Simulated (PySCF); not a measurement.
# Polarisability and C₆ of Sc⁺ (scandium, charge +1)

[Ar] 4s2, closed-shell 1S (an excited configuration). Computed with PySCF 2.14 in def2-TZVPPD (6s6p4d2f1g, 67 functions), with no relativity, point nucleus. Coupled (time-dependent) response in atomic units; α is the mean over directions.

| method | mean α (bohr³) | C₆ (like pair) | S(−4) |
| --- | --- | --- | --- |
| UHF | 68.34 | 635.6 | 2271 |
| PBE | 61.41 | 542.5 | 1853 |
| PBE0 | 63.43 | 569.0 | 1972 |
| M06-2X | 62.06 | 541.0 | 1965 |
| PBEsol | 60.72 | 533.9 | 1810 |

S(−4) is the Cauchy moment in α(ω) = α(0) + S(−4) ω² + …

α(iu) at UHF:

```json
{"u (hartree)": "0", "α(iu) (bohr³)": "68.34"}
{"u (hartree)": "0.0500", "α(iu) (bohr³)": "63.12"}
{"u (hartree)": "0.100", "α(iu) (bohr³)": "51.45"}
{"u (hartree)": "0.200", "α(iu) (bohr³)": "30.13"}
{"u (hartree)": "0.300", "α(iu) (bohr³)": "18.44"}
{"u (hartree)": "0.500", "α(iu) (bohr³)": "9.039"}
{"u (hartree)": "0.750", "α(iu) (bohr³)": "5.149"}
{"u (hartree)": "1.00", "α(iu) (bohr³)": "3.510"}
{"u (hartree)": "1.50", "α(iu) (bohr³)": "2.041"}
{"u (hartree)": "2.00", "α(iu) (bohr³)": "1.354"}
{"u (hartree)": "3.00", "α(iu) (bohr³)": "0.7171"}
{"u (hartree)": "5.00", "α(iu) (bohr³)": "0.2967"}
```

For an ion, C₆ is the dispersion term alone; charge-induced terms of lower order in 1/R come first.
